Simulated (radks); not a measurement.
Question: Successive ionisation energies (eV) of one element, from differences of total energies of ions in their ground configurations, starting at charge 0: 4.467, 31.629, 45.789, 60.670, 81.980, 99.619, 117.66, 154.89. Calculated with a radial shooting solver on a logarithmic mesh with Libxc functionals: scalar-relativistic Kohn-Sham, PBE, spin-polarised, spherical densities, finite nucleus; open shells are filled with parallel spins first; Fermi nuclear charge, rms radius 3.4349 fm. Which element is it?

Answer: Potassium (Z = 19). The first species listed is K in [Ar] 4s1, the last K7+ in [Ne] 3s2.
